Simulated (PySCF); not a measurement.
C₆H₈N₂.
Geometry (GFN2-xTB, Å), atoms numbered from 1 in this order:
```xyz
16
C6H8N2 angstrom
C      2.6753    0.2490   -0.1958
N      1.5363    0.0327   -0.6626
C      0.6054   -0.7891    0.0566
C     -0.5800    0.0620    0.4906
C     -0.2644    0.9671    1.5425
N      0.0079    1.6826    2.3938
C     -1.9742   -0.5197    0.4652
C     -1.5884    0.5132   -0.5396
H      3.3472    0.8836   -0.7538
H      3.0456   -0.1672    0.7483
H      0.2517   -1.5601   -0.6343
H      1.0582   -1.2729    0.9401
H     -2.0723   -1.5462    0.1449
H     -2.6503   -0.2413    1.2602
H     -1.4065    0.2083   -1.5582
H     -1.9991    1.5067   -0.4417
```

Definitions: NICS(0) = −σiso at the ring centroid; NICS(1) = −σiso and NICS(1)zz = −σzz at ±1 Å along the ring normal z. Level: GIAO PBE0/pcSseg-1 (PySCF, non-relativistic, gas phase) on the GFN2-xTB geometry, one conformer.

Ring bond lengths (Å), with Mayer bond orders in brackets: C4–C7 1.511 (0.92), C7–C8 1.492 (0.97), C8–C4 1.510 (0.89).

**Question.** Give the NICS values of each ring in ppm.

**Answer.** 
| ring | type | NICS(0) | NICS(1), two faces | NICS(1)zz, two faces | rms pucker (Å) | centre to ring atoms, mean (Å) |
| --- | --- | --- | --- | --- | --- | --- |
| C4–C7–C8 | 3-membered carbocycle; formal bonds all single | -43.4 | -8.0 / -8.6 | -21.9 / -22.4 | 0.00 | 0.87 |

**Question.** What can be read from them?

**Answer.** 
- C4–C7–C8: mean NICS(1)zz -22.1 ppm, shielded. C4, C7, C8 have four or more neighbours, and the NICS criterion for π rings isn't applied. NICS(0) lies 35 ppm below the mean NICS(1).

**Question.** List the ring angles and the Hirshfeld charges of the ring atoms.

**Answer.** 
- C4–C7–C8: C4 59.2° (+0.019 e), C7 60.4° (-0.071 e), C8 60.4° (-0.069 e); sum 180.0° against 180° for a flat convex ring.

**Question.** What are the shieldings of the ring atoms and their hydrogens in the same run (means over atoms taken as equivalent)?

**Answer.** 
| atoms | environment | σ isotropic (ppm) | principal values of the symmetric part, first atom (ppm) |
| --- | --- | --- | --- |
| C4 | sp3 carbon next to a nitrile | 174.8 | 146.8, 156.3, 221.2 |
| C7 (×2) | three-membered-ring carbon | 170.1 | 135.3, 175.8, 197.2 |
| H13 (×2) | methylene hydrogen | 30.61 | 25.3, 27.6, 39.6 |
| H14 (×2) | methylene hydrogen | 30.50 | 25.2, 27.1, 39.2 |

The run took 41 s of wall time on one thread of an Arm Neoverse N1, shared host. This is the whole shielding run at PBE0/pcSseg-1, SCF included.
